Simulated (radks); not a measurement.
Isoelectronic series with 39 electrons, all held in the configuration [Kr] 4d1 5s2, which need not be the ground one along the series. All-electron calculation, scalar-relativistic Kohn-Sham, r2SCAN, spin-polarised, spherical densities, finite nucleus; open shells are filled with parallel spins first (spin-orbit coupling, left out, can overturn this in heavy ions); meta-GGA in the generalised Kohn-Sham scheme; Fermi nuclear charge, rms radius of each element as measured or else 0.836 A^(1/3) + 0.57 fm. Program: a radial shooting solver on a logarithmic mesh with Libxc functionals. Total energies (hartree) and mean radii <r> (bohr) (* marks an orbital that is empty in some or all of the ions):

Zr+: E (hartree) -3598.76202; 4d down* 2.045; 5s down 3.385; 5s up 3.290; 4d up 2.006
Nb2+: E (hartree) -3819.11944; 4d down* 1.721; 5s down 2.930; 5s up 2.875; 4d up 1.704
Mo3+: E (hartree) -4046.76894; 4d down* 1.519; 5s down 2.613; 5s up 2.577; 4d up 1.510
Tc4+: E (hartree) -4281.72876; 4d down* 1.374; 5s down 2.373; 5s up 2.347; 4d up 1.368
Ru5+: E (hartree) -4524.01680; 4d down* 1.261; 5s down 2.182; 5s up 2.163; 4d up 1.257
Rh6+: E (hartree) -4773.66270; 4d down* 1.169; 5s down 2.025; 5s up 2.010; 4d up 1.166
Pd7+: E (hartree) -5030.69322; 4d down* 1.093; 5s down 1.893; 5s up 1.881; 4d up 1.090
Ag8+: E (hartree) -5295.14209; 4d down* 1.028; 5s down 1.779; 5s up 1.770; 4d up 1.025
Cd9+: E (hartree) -5567.04022; 4d down* 0.9707; 5s down 1.681; 5s up 1.672; 4d up 0.9690
In10+: E (hartree) -5846.42915; 4d down* 0.9206; 5s down 1.593; 5s up 1.586; 4d up 0.9192
Sn11+: E (hartree) -6133.34285; 4d down* 0.8762; 5s down 1.516; 5s up 1.509; 4d up 0.8749
Sb12+: E (hartree) -6427.82363; 4d down* 0.8363; 5s down 1.446; 5s up 1.440; 4d up 0.8352
Te13+: E (hartree) -6729.91040; 4d down* 0.8002; 5s down 1.383; 5s up 1.378; 4d up 0.7992
I14+: E (hartree) -7039.65411; 4d down* 0.7674; 5s down 1.325; 5s up 1.321; 4d up 0.7665
Xe15+: E (hartree) -7357.09375; 4d down* 0.7374; 5s down 1.273; 5s up 1.269; 4d up 0.7367
Cs16+: E (hartree) -7682.2811; 4d down* 0.7099; 5s down 1.224; 5s up 1.221; 4d up 0.7092
Ba17+: E (hartree) -8015.2620; 4d down* 0.6845; 5s down 1.179; 5s up 1.176; 4d up 0.6838
La18+: E (hartree) -8356.0915; 4d down* 0.6609; 5s down 1.138; 5s up 1.135; 4d up 0.6603
Ce19+: E (hartree) -8704.8200; 4d down* 0.6390; 5s down 1.100; 5s up 1.097; 4d up 0.6385
Pr20+: E (hartree) -9061.5046; 4d down* 0.6186; 5s down 1.064; 5s up 1.061; 4d up 0.6181
Nd21+: E (hartree) -9426.1999; 4d down* 0.5996; 5s down 1.030; 5s up 1.028; 4d up 0.5991
Pm22+: E (hartree) -9798.9598; 4d down* 0.5817; 5s down 0.9985; 5s up 0.9966; 4d up 0.5813
Sm23+: E (hartree) -10179.8333; 4d down* 0.5649; 5s down 0.9689; 5s up 0.9671; 4d up 0.5645
